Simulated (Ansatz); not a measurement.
Ansatz (a quantum-chemistry and plane-wave program) input (HF/def2-TZVP):

Ansatz 0.2 input:
```yaml
crystal:
  periodic: [false, false, false]
  atoms:
    - {symbol: Ge, position_ang: [-0.00000000, -0.00000000, -0.32649326]}
    - {symbol: O, position_ang: [0.00000000, 0.00000000, 1.30597304]}
basis:
  gaussian:
    orbitals: def2-TZVP
hamiltonian:
  xc: {name: HF}
relax: {f_tol: 0.003, max_steps: 100}
```

Output:

```
Functional definition: HF
integrals: 0.01 GiB planned
647 factors; their error is unknown
mean field: 0.12 GiB planned
mean field evaluation 1: about -58504.5655 eV, gradient 5.1e1 eV
mean field evaluation 2: about -58498.9355 eV, gradient 7.5e1 eV
mean field evaluation 4: about -58510.1573 eV, gradient 1.2e0 eV
mean field evaluation 8: about -58510.1608 eV, gradient 3.4e-2 eV
mean field evaluation 16: about -58511.3226 eV, gradient 1.7e-5 eV
mean field -58511.32264730 eV, -2150.2514468892 hartree, gradient 1.7e-5 eV, S^2 0.000000; 0 other end points of the search recorded, 0 dependent functions left out
the calculation of the forces begins
reference -58511.32264730 eV, -2150.2514468892 hartree; 20, 20 occupied and 59, 59 virtual orbitals, 647 factors
relax step   1: F+E_penalty+E_count = -58511.32264730 eV  Δ(F+E_penalty+E_count) = +0.000e0 eV  max|allowed force component| = 2.200e0 eV/Å  Δτ_max = 0.0000 Å  (38 SCF iters, accepted)
these checks for a lower state are left out or cut short: starts, cluster_reference, orbital_swaps, neighbouring_geometries, increment
integrals: 0.01 GiB planned
647 factors; their error is unknown
mean field: 0.12 GiB planned
mean field -58511.36355096 eV, -2150.2529500712 hartree, gradient 2.5e-5 eV, S^2 0.000000; 0 other end points of the search recorded, 0 dependent functions left out
the calculation of the forces begins
reference -58511.36355096 eV, -2150.2529500712 hartree; 20, 20 occupied and 59, 59 virtual orbitals, 647 factors
relax step   2: F+E_penalty+E_count = -58511.36355096 eV  Δ(F+E_penalty+E_count) = -4.090e-2 eV  max|allowed force component| = 6.435e-1 eV/Å  Δτ_max = 0.0142 Å  (34 SCF iters, accepted)
these checks for a lower state are left out or cut short: starts, cluster_reference, orbital_swaps, neighbouring_geometries, increment
integrals: 0.01 GiB planned
647 factors; their error is unknown
mean field: 0.12 GiB planned
mean field -58511.36697356 eV, -2150.2530758492 hartree, gradient 2.6e-5 eV, S^2 0.000000; 0 other end points of the search recorded, 0 dependent functions left out
the calculation of the forces begins
reference -58511.36697356 eV, -2150.2530758492 hartree; 20, 20 occupied and 59, 59 virtual orbitals, 647 factors
relax step   3: F+E_penalty+E_count = -58511.36697356 eV  Δ(F+E_penalty+E_count) = -3.423e-3 eV  max|allowed force component| = 3.949e-2 eV/Å  Δτ_max = 0.0056 Å  (34 SCF iters, accepted)
these checks for a lower state are left out or cut short: starts, cluster_reference, orbital_swaps, neighbouring_geometries, increment
integrals: 0.01 GiB planned
647 factors; their error is unknown
mean field: 0.12 GiB planned
mean field evaluation 32: about -58510.2046 eV, gradient 1.6e-4 eV
mean field -58511.36698226 eV, -2150.2530761690 hartree, gradient 2.6e-5 eV, S^2 0.000000; 0 other end points of the search recorded, 0 dependent functions left out
the calculation of the forces begins
reference -58511.36698226 eV, -2150.2530761690 hartree; 20, 20 occupied and 59, 59 virtual orbitals, 647 factors
relax step   4: F+E_penalty+E_count = -58511.36698226 eV  Δ(F+E_penalty+E_count) = -8.702e-6 eV  max|allowed force component| = 2.160e-2 eV/Å  Δτ_max = 0.0005 Å  (34 SCF iters, accepted)
these checks for a lower state are left out or cut short: starts, cluster_reference, orbital_swaps, neighbouring_geometries, increment
integrals: 0.01 GiB planned
647 factors; their error is unknown
mean field: 0.12 GiB planned
mean field -58511.36698599 eV, -2150.2530763062 hartree, gradient 2.6e-5 eV, S^2 0.000000; 0 other end points of the search recorded, 0 dependent functions left out
the calculation of the forces begins
reference -58511.36698599 eV, -2150.2530763062 hartree; 20, 20 occupied and 59, 59 virtual orbitals, 647 factors
relax step   5: F+E_penalty+E_count = -58511.36698599 eV  Δ(F+E_penalty+E_count) = -3.732e-6 eV  max|allowed force component| = 3.043e-6 eV/Å  Δτ_max = 0.0002 Å  (34 SCF iters, accepted)
integrals: 0.01 GiB planned
647 factors; their error is unknown
mean field: 0.12 GiB planned
mean field evaluation 64: about -58511.3670 eV, gradient 2.6e-5 eV
mean field -58511.36698599 eV, -2150.2530763062 hartree, gradient 2.6e-5 eV, S^2 0.000000; 1 other end points of the search recorded, 0 dependent functions left out
the calculation of the forces begins
reference -58511.36698599 eV, -2150.2530763062 hartree; 20, 20 occupied and 59, 59 virtual orbitals, 647 factors
Total energy: -58511.36698599 eV, -2150.2530763062 hartree
Atom 0 at    -0.000000    -0.000000    -0.307018 Å, force    -0.000000    -0.000000     0.000003 eV/Å
Atom 1 at     0.000000     0.000000     1.286498 Å, force     0.000000     0.000000    -0.000003 eV/Å
Dipole moment:     0.000000     0.000000    -0.830171 e Å
```
